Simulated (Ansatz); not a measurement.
Total energies of C$_{2}$H$_{8}$AlIn (`[CH3][Al]([CH3])[InH2]`).

Z-matrix (Å, degrees):
```
C
Al 1 1.961
H 1 1.092 2 114.0
H 1 1.097 2 109.2 3 119.6
H 1 1.095 2 111.4 3 -123.0
C 2 1.962 1 117.9 3 158.8
In 2 2.675 1 121.0 3 -21.3
H 6 1.097 2 109.2 1 -79.8
H 6 1.092 2 114.2 1 160.5
H 6 1.095 2 111.3 1 37.5
H 7 1.743 2 124.2 1 -89.0
H 7 1.743 2 124.2 1 91.1
```

The species carries charge 0 and has multiplicity 1. Correlated methods include outer-core shells of In, which these sets cover unevenly. In takes the def2 core potential. Geometry: relaxed with PBE0-D4/def2-TZVP. Basis def2-TZVPP, the Gaussian-basis code of Ansatz.

RPA on PBE orbitals: Hartree–Fock energy of these orbitals -511.49391 Eh, correlation -1.21587 Eh (frozen core).

| functional | energy without D4 (Eh) | D4 term (kJ/mol) |
| --- | --- | --- |
| PBE | -513.35675 | -20.3 |
| revPBE | -513.59061 | -54.2 |
| BLYP | -513.51910 | -42.8 |
| r2SCAN | -513.60759 | -5.2 |
| B97M-V | -513.56819 | – |
| r2SCANh | -513.58963 | -5.6 |
| r2SCAN0 | -513.56388 | -6.2 |
| HSE06 (plane-wave form) | -513.38583 | -16.7 |
| BHLYP | -513.48448 | -28.6 |
| CAM-B3LYP | -513.54945 | -18.3 |
| LC-ωPBE | -513.51793 | – |
| ωB97X-V | -513.53325 | – |
| ωB97M-V | -513.48565 | – |
| PBE-QIDH | -513.09341 | – |

Problem. Give the same for LDA (SPW92), PBE0, B3LYP, B2PLYP. (An estimate is asked.)

Solution. The calculation gave: 
```
 functional  energy without D4 (Eh)  D4 term (kJ/mol)
LDA (SPW92)              -511.45003                 –
       PBE0              -513.39908             -17.6
      B3LYP              -513.72016             -32.8
     B2PLYP              -513.20062                 –
```

B3LYP takes the VWN-RPA correlation (the form of Gaussian; ORCA's B3LYP/G). HSE06 is the plane-wave form, built on full-range PBE exchange. The double hybrids freeze the cores in their second-order part.

LC-ωPBE has ω = 0.4 bohr⁻¹.
